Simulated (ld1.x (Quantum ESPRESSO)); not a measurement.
## copper (Cu), PAW: configuration errors across variants

ld1.x (Quantum ESPRESSO) 7.5 input, shortened:

```
&input
   title='Cu', zed=29., rel=1, dft='PBESOL', iswitch=3,
   config='[Ar] 3d10 4s1 4p0'
 /
 &inputp
   pseudotype=3, lpaw=.true., tm=.true., lloc=-1, rcloc=2.60,
   nlcc=.true., new_core_ps=.true.,
   which_augfun='BESSEL', rmatch_augfun=1.15
 /
6
4S  1  0   1.00   0.00  1.65  2.30  0.0
4S  1  0   0.00   1.05  1.65  2.30  0.0
4P  2  1   0.00   0.00  2.05  2.80  0.0
4P  2  1   0.00   2.10  2.05  2.80  0.0
3D  3  2  10.00   0.00  1.40  1.55  0.0
3D  3  2   0.00   0.05  1.40  1.55  0.0
 &test
   configts(1)='3d10 4s1 4p0'
 /
```

All-electron excitation energies from the reference (eV): (1) 3d10 4s0 4p0 8.103; (2) 3d9 4s0 4p0 29.416; (3) 3d8 4s0 4p0 68.408; (4) 3d10 4s0 4p1 4.170; (5) 3d9 4s1 4p1 6.863; (6) 3d9 4s1 4p0 11.606; (7) 3d10 4s0.5 4p0 3.154.

The default core radius of the base comes out at 0.36 bohr.

Tests that are not counted but printed errors over 1 eV. “waves 3d (bound): rcut 1.40, rcutus 2.04 bohr; 3d channel at 0.05 Ry: rcut 1.40, rcutus 2.04 bohr”: 3d8 4s0 4p0 (solver errors, printed error -928 eV).

2 further variants failed, have other tests or another functional or relativity, and are left out.

Errors AE − PS in meV (a dash: test not solved or not reliable):

| change | (1) | (2) | (3) | (4) | (5) | (6) | (7) | bound ghosts |
| --- | --- | --- | --- | --- | --- | --- | --- | --- |
| base | -9.0 | -60 | -613 | -3.5 | -67 | -63 | -2.1 | none |
| core correction Bessel-smoothed model core inside 0.86 bohr | -9.0 | -60 | -613 | -3.5 | -67 | -63 | -2.1 | none |
| local potential all-electron potential smoothed inside 2.10 bohr (lloc = -1) | -6.1 | -55 | -519 | -3.1 | -50 | -51 | -1.5 | none |
| waves 3d (bound): rcut 1.40, rcutus 2.04 bohr; 3d channel at 0.05 Ry: rcut 1.40, rcutus 2.04 bohr | -12 | -64 | – | -4.6 | -71 | -65 | -2.8 | none |
| type TM; waves now 4p (bound): rc 2.80 bohr; 3d (bound): rc 1.55 bohr; 4s (bound): rc 2.30 bohr; local potential the s channel | -13 | -215 | -1273 | -3.0 | -219 | -184 | -2.7 | none |
| waves 4s (bound): rcut 1.65, rcutus 2.00 bohr; 4s channel at 1.05 Ry: rcut 1.65, rcutus 2.00 bohr | -9.7 | -59 | -610 | -3.9 | -70 | -66 | -2.3 | none |
| augmentation PSQ, radius 1.60 bohr | -9.9 | -52 | -569 | -3.6 | -57 | -51 | -2.3 | none |
| waves 4p (bound): rcut 2.05, rcutus 2.62 bohr; 4p channel at 2.1 Ry: rcut 2.05, rcutus 2.62 bohr | -9.0 | -60 | -613 | -3.3 | -68 | -63 | -2.1 | none |
| local potential all-electron potential smoothed inside 2.40 bohr (lloc = -1) | -8.0 | -57 | -571 | -3.3 | -60 | -58 | -1.9 | none |

Task: Give the same row for: wave 3d channel at 0.05 Ry: rcut 1.40, rcutus 1.55 bohr becomes 3d channel at 1.51 Ry: rcut 1.40, rcutus 1.55 bohr.

Result: -7.3, -53, -493, -3.4, -49, -48, -1.8; bound ghosts: none.
